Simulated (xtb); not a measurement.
xtb input:

```bash
xtb mol.xyz --gfn 1 --sp --chrg 0 --uhf 0
```
mol.xyz:
```
14

C      2.38247503    -0.06325618     0.11311145
C      0.93602872    -0.50222418    -0.09280003
C     -0.01936839     0.67719232    -0.26102769
C     -1.46261568     0.26880646    -0.44748732
F     -1.93307620    -0.39015920     0.69640521
H      2.74240086     0.52420972    -0.73531032
H      2.48089684     0.55544119     1.00826399
H      3.04587595    -0.92195772     0.22859101
H      0.60808331    -1.10714121     0.75547913
H      0.86825986    -1.14628614    -0.97583005
H      0.04889596     1.34168610     0.60592127
H      0.27209849     1.27219549    -1.13418751
H     -2.10897657     1.13467914    -0.60633206
H     -1.57896704    -0.42450423    -1.28502081
```

Which total energy does the run end on?

-18.46646 Eh (GFN1-xTB).
